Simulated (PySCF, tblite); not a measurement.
Isomers of C9H13N. Calculated harmonic vibrations of the isolated species, GFN2-xTB (tblite), most abundant isotopes, no scaling. Against measured fundamentals such values can be off by several per cent, at times by over 20. One conformer each.

Electronic energies: PBE0/pcSseg-1 single points on the GFN2-xTB geometries (PySCF, gas phase).

```
                         SMILES  electronic energy, lowest = 0 (kJ/mol)
                 CCN(C)c1ccccc1                                    62.2
C[C@@]12CC[C@@H](C#N)C[C@@H]1C2                                   116.0
                 CCc1cccc(C)c1N                                     0.0
         [H]/N=C/C#CCC(=C)C(C)C                                   337.8
          C=C(C#N)C(=C)C(C)(C)C                                   208.9
```

Task: How do GFN2-xTB zero-point energies change the relative energies?

Result: 
```json
{"SMILES": "CCc1cccc(C)c1N", "ZPE (kJ/mol)": "517.8", "of it from modes above 1550 cm⁻¹": "259.7", "electronic (kJ/mol)": "0.0", "with ZPE, lowest = 0 (kJ/mol)": "0.0", "lowest mode (cm⁻¹)": "84", "rings": "1"}
{"SMILES": "CCN(C)c1ccccc1", "ZPE (kJ/mol)": "517.5", "of it from modes above 1550 cm⁻¹": "254.7", "electronic (kJ/mol)": "62.2", "with ZPE, lowest = 0 (kJ/mol)": "61.9", "lowest mode (cm⁻¹)": "29", "rings": "1"}
{"SMILES": "C[C@@]12CC[C@@H](C#N)C[C@@H]1C2", "ZPE (kJ/mol)": "523.1", "of it from modes above 1550 cm⁻¹": "247.8", "electronic (kJ/mol)": "116.0", "with ZPE, lowest = 0 (kJ/mol)": "121.3", "lowest mode (cm⁻¹)": "58", "rings": "2"}
{"SMILES": "C=C(C#N)C(=C)C(C)(C)C", "ZPE (kJ/mol)": "508.2", "of it from modes above 1550 cm⁻¹": "272.3", "electronic (kJ/mol)": "208.9", "with ZPE, lowest = 0 (kJ/mol)": "199.3", "lowest mode (cm⁻¹)": "48", "rings": "0"}
{"SMILES": "[H]/N=C/C#CCC(=C)C(C)C", "ZPE (kJ/mol)": "505.4", "of it from modes above 1550 cm⁻¹": "270.1", "electronic (kJ/mol)": "337.8", "with ZPE, lowest = 0 (kJ/mol)": "325.4", "lowest mode (cm⁻¹)": "18", "rings": "0"}
```

The zero-point energies span 17.7 kJ/mol, from `[H]/N=C/C#CCC(=C)C(C)C` to `C[C@@]12CC[C@@H](C#N)C[C@@H]1C2`. The order is unchanged.

Task: And how do the electronic energies of GFN2-xTB itself compare?

Result: `CCc1cccc(C)c1N` 0.0; `CCN(C)c1ccccc1` 14.2; `C[C@@]12CC[C@@H](C#N)C[C@@H]1C2` 86.5; `C=C(C#N)C(=C)C(C)(C)C` 219.5; `[H]/N=C/C#CCC(=C)C(C)C` 311.9 kJ/mol, lowest = 0. Against the energies above, taken from the same isomer `CCc1cccc(C)c1N`, the largest difference is 48.0 kJ/mol.

Task: What do entropy and thermal enthalpy add at 298.15 K and 1 bar (rigid rotor, harmonic oscillator, one conformer each)?

Result: 
```
                         SMILES  point group  symmetry number  S (J/(mol K))  H − H(0) (kJ/mol)  ZPE + H − H(0) − TS (kJ/mol)
                 CCc1cccc(C)c1N           C1                1          406.8              29.60                         426.1
                 CCN(C)c1ccccc1           C1                1          415.7              29.27                         422.8
C[C@@]12CC[C@@H](C#N)C[C@@H]1C2           C1                1          394.1              27.40                         433.0
          C=C(C#N)C(=C)C(C)(C)C           C1                1          436.5              33.33                         411.4
```

Not tabulated: `[H]/N=C/C#CCC(=C)C(C)C` (lowest mode only 18 cm⁻¹).
